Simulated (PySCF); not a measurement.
# Reading the logs of faulty runs: B2CGeH7

All numbers below are calculated, not measured. They come from PySCF 2.14.0, an open-source quantum chemistry program, on an isolated molecule that a program drew, which may never have been made. The molecule is B2CGeH7 (charge 0, doublet), drawn as the SMILES string `B[B](C)[GeH2]`.

Each row is a Hartree-Fock (HF) and frozen-core CCSD(T) single point in the cc-pVDZ basis, meant for a local HF minimum. Run 1 is clean. Each other run has one planted mistake out of seven kinds, and not every kind appears here: one electron removed, one electron added, multiplicity raised by two, geometry at a saddle point, minimal basis STO-3G, one bond length entered in bohr, all coordinates scaled. The reference is restricted for singlets and unrestricted otherwise, and also for a bond in bohr. Adding or removing an electron swaps singlet and doublet. Electrons count all cores. HOMO and LUMO are orbital energies over both spins, the gradient is its largest component, and the lowest frequency (negative if imaginary) is given only where the gradient is small. Bond lengths are over the 10 bonds as drawn. T1 is the CCSD diagnostic: over 0.02 (restricted) or 0.045 (unrestricted) a single reference is doubtful. Germanium has the cc-pVDZ-PP basis, with a core potential (ECP10MDF) in place of its 10 inner electrons, and its 3s, 3p and 3d shells are frozen in CCSD(T).

Geometry of the clean run:
```xyz
11
B2CGeH7, angstrom
B    -2.0671    0.6451    1.1613
B    -1.5673   -0.2652   -0.1659
C    -0.8698    0.3400   -1.4576
Ge   -1.7743   -2.3152   -0.0201
H    -1.3638    0.8218    2.1221
H    -3.1700    1.1267    1.2021
H    -1.3321    1.2820   -1.7683
H     0.1657    0.5851   -1.1838
H    -0.8284   -0.3292   -2.3190
H    -1.8892   -3.1372   -1.3103
H    -2.6514   -2.9439    1.0692
```

| run | electrons | basis functions | <S^2> | HOMO (eV) | LUMO (eV) | gradient (hartree/bohr) | lowest frequency (cm^-1) | mean bond (Å) | longest bond (Å) | T1 | HF (hartree) | CCSD(T) (hartree) | mistake |
|---|---|---|---|---|---|---|---|---|---|---|---|---|---|
| 1 | 55 | 100 | 0.766 | -8.10 | 0.74 | 2.5e-05 | 67 | 1.4099 | 2.066 | 0.0164 | -384.62792 | -385.09310 | no fault |
| 2 | 55 | 100 | 1.464 | -8.19 | 0.59 | 2.0e-02 | - | 1.5072 | 2.068 | 0.0583 | -384.50239 | -384.96568 | one bond length entered in bohr |
| 3 | 55 | 100 | 0.765 | -8.11 | 0.77 | 2.3e-02 | - | 1.3690 | 2.006 | 0.0159 | -384.62011 | -385.08235 | ? |
| 4 | 54 | 100 | 0.000 | -15.90 | -6.50 | 3.5e-02 | - | 1.4099 | 2.066 | 0.0145 | -384.36043 | -384.81053 | ? |

**Which mistake was planted in run 3, and what did it cost?**

The mean and the longest bond both change by the same factor, 0.971, and the gradient is no longer small. So the mistake is: all coordinates scaled. Subtracting run 1 and multiplying by 627.51 kcal/mol a hartree, the energy moved by 4.9 kcal/mol in HF and 6.7 kcal/mol in CCSD(T).

**Which mistake was planted in run 4, and what did it cost?**

It counts 54 electrons, one fewer than the clean run, at the same geometry and basis. So the mistake is: one electron removed. Subtracting run 1 and multiplying by 627.51 kcal/mol a hartree, the energy moved by 167.9 kcal/mol in HF and 177.3 kcal/mol in CCSD(T).

Cautions from the logs. Run 2: T1 is over the limit, so its CCSD(T) energy is less reliable.
